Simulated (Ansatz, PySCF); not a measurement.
thionyl fluoride anion (F2OS), SMILES O=S(F)F (connectivity only; charge and spin as stated), charge -1, multiplicity 2. Atoms are numbered in the order given.

```xyz
4

O      0.0000     0.0001     1.2893
S      0.0000     0.0000    -0.2045
F      0.0000    -1.8630    -0.4149
F      0.0000     1.8629    -0.4151
```
Charge -1, spin multiplicity 2.

Geometry optimised at ωB97X-D3(BJ)/def2-SVPD. The multiplicity is an assumed one; other spin states were not compared.

Two levels are set side by side: PBE-D3(BJ)/def2-SVPD (Ansatz, a quantum-chemistry and plane-wave program) and ωB97X-D3(BJ)/def2-SVPD (PySCF). Each level has its own optimised geometry; the coordinates shown are those of the second. Frequencies come from the Hessian of PySCF at each geometry. Differences are taken from unrounded values.

```csv
quantity,ωB97X-D3(BJ),PBE-D3(BJ),PBE-D3(BJ) minus ωB97X-D3(BJ)
mean bond length (Å),1.748,1.789,0.041
bond O1–S2 (Å),1.494,1.520,0.026
bond S2–F3 (Å),1.875,1.924,0.049
bond S2–F4 (Å),1.875,1.924,0.049
highest harmonic wavenumber (cm⁻¹),1152,1063,-89
mean harmonic wavenumber (cm⁻¹),472,429,-43
zero-point energy (kcal/mol),4.05,3.68,-0.37
```

Exact exchange shortens and stiffens bonds; PBE has none. Differences between two approximate levels are no errors against the true value.
